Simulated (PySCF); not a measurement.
PySCF job for CH₄F₂GeO, SMILES [CH3][Ge]([OH])([F])[F], TDA-PBE/def2-SVPD. Geometry: r2SCAN-D4/def2-SVP. The structure was generated by enumeration, and PubChem lists no compound with its InChIKey, so it may never have been made. Other conformers were not sampled.

```python
import numpy as np
from pyscf import gto, scf, dft, tdscf

mol = gto.M(
    atom='''
    C     0.14660051    1.91267612   -0.00000000
    Ge    0.01198300    0.00693351    0.00000000
    O     1.58689014   -0.76024975    0.00000000
    F    -0.88972710   -0.59576066   -1.35208108
    F    -0.88972711   -0.59576066    1.35208108
    H     0.69111836    2.24004711    0.89655397
    H    -0.85933871    2.35397101    0.00000000
    H     0.69111838    2.24004711   -0.89655396
    H     1.53400980   -1.72630458    0.00000001
    ''',
    basis='def2-SVPD',
    charge=0,
    spin=0,
    symmetry=True,
    max_memory=1600,
    verbose=4,
)
mf = dft.RKS(mol, xc='pbe').density_fit(auxbasis='def2-universal-jkfit')
mf.grids.level = 3
mf.conv_tol = 1e-9
mf.max_cycle = 100
mf.kernel()
mf.grids = dft.Grids(mol).set(level=1).build(with_non0tab=True)  # coarser grid for the response kernel
td = tdscf.TDA(mf)
td.singlet = True
td.nstates = 10
td.conv_tol = 1e-4
td.positive_eig_threshold = 1e-6
td.kernel(x0=td.get_init_guess(mf, 15))
td.analyze()
tt = tdscf.TDA(mf)
tt.singlet = False
tt.nstates = 4
tt.conv_tol = 1e-4
tt.positive_eig_threshold = 1e-6
tt.kernel(x0=tt.get_init_guess(mf, 9))
tt.analyze(verbose=3)
```

Program output:

```
PySCF version 2.14.0

[INPUT] verbose = 4
[INPUT] num. atoms = 9
[INPUT] num. electrons = 68
[INPUT] charge = 0
[INPUT] spin (= nelec alpha-beta = 2S) = 0
[INPUT] symmetry True subgroup None
[INPUT] Mole.unit = angstrom
[INPUT] Symbol           X                Y                Z      unit          X                Y                Z       unit  Magmom
[INPUT]  1 C      0.146600510000   1.912676120000   0.000000000000 AA    0.277034813622   3.614434031796   0.000000000000 Bohr   0.0
[INPUT]  2 Ge     0.011983000000   0.006933510000   0.000000000000 AA    0.022644588151   0.013102434982   0.000000000000 Bohr   0.0
[INPUT]  3 O      1.586890140000  -0.760249750000   0.000000000000 AA    2.998787754373  -1.436663813769   0.000000000000 Bohr   0.0
[INPUT]  4 F     -0.889727100000  -0.595760660000  -1.352081080000 AA   -1.681340544604  -1.125824483190  -2.555062939406 Bohr   0.0
[INPUT]  5 F     -0.889727110000  -0.595760660000   1.352081080000 AA   -1.681340563501  -1.125824483190   2.555062939406 Bohr   0.0
[INPUT]  6 H      0.691118360000   2.240047110000   0.896553970000 AA    1.306024420059   4.233075544023   1.694241459192 Bohr   0.0
[INPUT]  7 H     -0.859338710000   2.353971010000   0.000000000000 AA   -1.623914810137   4.448360514066   0.000000000000 Bohr   0.0
[INPUT]  8 H      0.691118380000   2.240047110000  -0.896553960000 AA    1.306024457853   4.233075544023  -1.694241440294 Bohr   0.0
[INPUT]  9 H      1.534009800000  -1.726304580000   0.000000010000 AA    2.898858394399  -3.262242863782   0.000000018897 Bohr   0.0

nuclear repulsion = 434.24709959508
point group symmetry = Cs
symmetry origin: [ 3.33481083e-09 -5.28011717e-09  5.55801802e-10]
symmetry axis x: [ 1.00000000e+00  1.76636249e-10 -2.88977079e-08]
symmetry axis y: [ 1.76636240e-10 -1.00000000e+00 -3.02073891e-10]
symmetry axis z: [-2.88977079e-08  3.02073876e-10 -1.00000000e+00]
num. orbitals of irrep A' = 99
num. orbitals of irrep A" = 60
number of shells = 65
number of NR pGTOs = 249
number of NR cGTOs = 159
basis = def2-SVPD
ecp = {}


[settings echo left out]
init E= -2391.0094890169
HOMO (A') = -0.379439043657464  LUMO (A') = -0.0770753342764392  gap/eV = 8.22774
cycle= 1 E= -2391.17489226879  delta_E= -0.165  |g|= 1.24  |ddm|= 3.93
HOMO (A") = -0.138384621324912  LUMO (A') = -0.0187348454422174  gap/eV = 3.25584
cycle= 2 E= -2390.22866218989  delta_E= 0.946  |g|=  2.6  |ddm|= 3.69
HOMO (A') = -0.313294471572855  LUMO (A') = -0.0530177203439863  gap/eV = 7.08249
cycle= 3 E= -2391.4145199979  delta_E= -1.19  |g|= 0.286  |ddm|=  2.6
HOMO (A") = -0.290738884481273  LUMO (A') = -0.0499922945136952  gap/eV = 6.55105
cycle= 4 E= -2391.42999144219  delta_E= -0.0155  |g|= 0.121  |ddm|= 0.398
HOMO (A") = -0.298140922267043  LUMO (A') = -0.049533304549322  gap/eV = 6.76496
cycle= 5 E= -2391.43240924658  delta_E= -0.00242  |g|= 0.0517  |ddm|= 0.112
HOMO (A") = -0.295721114403056  LUMO (A') = -0.0493368077156706  gap/eV = 6.70446
cycle= 6 E= -2391.43284128156  delta_E= -0.000432  |g|= 0.0119  |ddm|= 0.0491
HOMO (A") = -0.296817609463447  LUMO (A') = -0.0494869414873564  gap/eV = 6.73021
cycle= 7 E= -2391.43287231637  delta_E= -3.1e-05  |g|= 0.00239  |ddm|= 0.0125
HOMO (A") = -0.297131458346124  LUMO (A') = -0.0495113404666836  gap/eV = 6.73809
cycle= 8 E= -2391.43287360049  delta_E= -1.28e-06  |g|= 0.000509  |ddm|= 0.00295
HOMO (A") = -0.297173703982683  LUMO (A') = -0.0495378822082522  gap/eV = 6.73851
cycle= 9 E= -2391.4328736461  delta_E= -4.56e-08  |g|= 0.000105  |ddm|= 0.00064
HOMO (A") = -0.297162194534649  LUMO (A') = -0.0495316905467003  gap/eV = 6.73837
cycle= 10 E= -2391.43287364851  delta_E= -2.41e-09  |g|= 2.04e-05  |ddm|= 0.000213
HOMO (A") = -0.297164974492066  LUMO (A') = -0.0495339959398358  gap/eV = 6.73838
cycle= 11 E= -2391.43287364862  delta_E= -1.08e-10  |g|= 7.41e-06  |ddm|= 4.73e-05
HOMO (A") = -0.297164029242255  LUMO (A') = -0.0495329855393236  gap/eV = 6.73838
Extra cycle  E= -2391.4328736486  delta_E= 1.96e-11  |g|= 1.31e-05  |ddm|= 2.01e-05
converged SCF energy = -2391.4328736486
tot grids = 38264
Overwritten attributes  positive_eig_threshold  of <class 'pyscf.tdscf.rks.TDA'>


******** <class 'pyscf.tdscf.rks.TDA'> for <class 'pyscf.df.df_jk.DFSymAdaptedRKS'> ********
nstates = 10 singlet
deg_eia_thresh = 1.000e-03
wfnsym = None
conv_tol = 0.0001
eigh lindep = 1e-12
eigh level_shift = 0
eigh max_cycle = 100


Excitation energies (eV)
[6.89975967 7.6560116  8.04901935 8.10129261 8.21316627 8.33198238
 8.5114429  8.82082669 8.8443412  8.959931  ]

** Singlet excitation energies and oscillator strengths **
Excited State   1:   A"      6.89976 eV    179.69 nm  f=0.0234
      34 -> 35       -0.70232
Excited State   2:   A'      7.65601 eV    161.94 nm  f=0.1178
      33 -> 35        0.68078
      34 -> 38        0.12778
Excited State   3:   A'      8.04902 eV    154.04 nm  f=0.1270
      32 -> 35       -0.67194
      33 -> 36       -0.11099
      34 -> 38       -0.11189
Excited State   4:   A"      8.10129 eV    153.04 nm  f=0.0137
      31 -> 35       -0.66999
      34 -> 36        0.20636
Excited State   5:   A"      8.21317 eV    150.96 nm  f=0.0181
      30 -> 35        0.12263
      31 -> 35       -0.19848
      34 -> 36       -0.66048
Excited State   6:   A"      8.33198 eV    148.81 nm  f=0.0066
      30 -> 35       -0.69150
      34 -> 36       -0.11450
Excited State   7:   A"      8.51144 eV    145.67 nm  f=0.0018
      34 -> 37        0.70070
Excited State   8:   A'      8.82083 eV    140.56 nm  f=0.0097
      29 -> 35        0.24370
      33 -> 36        0.52364
      33 -> 37        0.16614
      34 -> 38       -0.35028
Excited State   9:   A'      8.84434 eV    140.18 nm  f=0.0272
      29 -> 35        0.63101
      34 -> 38        0.27395
Excited State  10:   A'      8.95993 eV    138.38 nm  f=0.0682
      29 -> 35        0.18329
      32 -> 35        0.13006
      32 -> 37        0.16245
      33 -> 36       -0.43766
      33 -> 37        0.15995
      34 -> 38       -0.41093

** Transition electric dipole moments (AU) **
state          X           Y           Z        Dip. S.      Osc.
  1        -0.0000     -0.0000     -0.3723      0.1386      0.0234
  2         0.4262     -0.6683      0.0000      0.6282      0.1178
  3        -0.4181     -0.6851      0.0000      0.6441      0.1270
  4         0.0000     -0.0000      0.2628      0.0690      0.0137
  5        -0.0000      0.0000      0.2996      0.0898      0.0181
  6        -0.0000     -0.0000      0.1795      0.0322      0.0066
  7        -0.0000      0.0000      0.0938      0.0088      0.0018
  8        -0.0527     -0.2056      0.0000      0.0450      0.0097
  9        -0.1403      0.3251     -0.0000      0.1254      0.0272
 10         0.5361      0.1527      0.0000      0.3107      0.0682

** Transition velocity dipole moments (imaginary part, AU) **
state          X           Y           Z        Dip. S.      Osc.
  1         0.0000     -0.0000     -0.0716      0.0051      0.0135
  2         0.0885     -0.1636      0.0000      0.0346      0.0820
  3        -0.0970     -0.1584      0.0000      0.0345      0.0777
  4         0.0000      0.0000      0.0535      0.0029      0.0064
  5         0.0000     -0.0000      0.0839      0.0070      0.0156
  6         0.0000     -0.0000      0.0540      0.0029      0.0063
  7         0.0000     -0.0000      0.0320      0.0010      0.0022
  8        -0.0186     -0.0543      0.0000      0.0033      0.0068
  9        -0.0333      0.0790     -0.0000      0.0074      0.0151
 10         0.1216      0.0529      0.0000      0.0176      0.0356

** Transition magnetic dipole moments (imaginary part, AU) **
state          X           Y           Z
  1        -0.2831     -0.3857     -0.0000
  2        -0.0000     -0.0000     -0.4411
  3         0.0000     -0.0000      0.3629
  4         0.3439     -0.2975      0.0000
  5         0.3571      0.1941      0.0000
  6        -0.1542     -0.1215     -0.0000
  7         0.1869      0.2255      0.0000
  8         0.0000      0.0000     -0.0460
  9         0.0000      0.0000     -0.0028
 10        -0.0000      0.0000     -0.0046


******** <class 'pyscf.tdscf.rks.TDA'> for <class 'pyscf.df.df_jk.DFSymAdaptedRKS'> ********
nstates = 4 triplet
deg_eia_thresh = 1.000e-03
wfnsym = None
conv_tol = 0.0001
eigh lindep = 1e-12
eigh level_shift = 0
eigh max_cycle = 100


Excitation energies (eV)
[6.54933925 7.11713318 7.53848195 7.84277164]

** Triplet excitation energies and oscillator strengths **
Excited State   1:   A"      6.54934 eV    189.31 nm  f=0.0000
Excited State   2:   A'      7.11713 eV    174.21 nm  f=0.0000
Excited State   3:   A'      7.53848 eV    164.47 nm  f=0.0000
Excited State   4:   A"      7.84277 eV    158.09 nm  f=0.0000
```

The calculation finished and met its thresholds.
